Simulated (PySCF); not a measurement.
Low-lying terms of Pr(41+) (praseodymium, charge +41)

Ground state [Ar], ¹S. Calculation: PySCF 2.14, in an even-tempered Gaussian basis (20 s from 1.28 bohr⁻², ratio 2.5; 14 p from 1.6 bohr⁻², ratio 2.5; 6 d from 2.34 bohr⁻², ratio 2.7; 3 f from 68 bohr⁻², ratio 2.7); scalar relativity by spin-free X2C-1e. Vertical excitation energies in eV without spin-orbit coupling; excited terms of each kind are numbered among those the solver found. Frozen: [Ne].

| term | leading excitation | EOM-EE-CCSD |
| --- | --- | --- |
| 1 3P° | 3p → d | 234.11 |
| 1 3F° | 3p → d | 241.69 |
| 1 1D° | 3p → d | 253.79 |
| 1 3D° | 3p → d | 254.16 |
| 1 1F° | 3p → d | 254.35 |
| 1 1P° | 3p → d | 299.97 |
| 1 3D | 3s → d | 452.52 |
| 1 1D | 3s → d | 459.10 |

The spin-orbit splitting of the hole, absent here, rivals or exceeds the spacing of these terms, so the LS terms are model states.

The solver can miss terms. The 29 highest virtual orbitals were dropped.
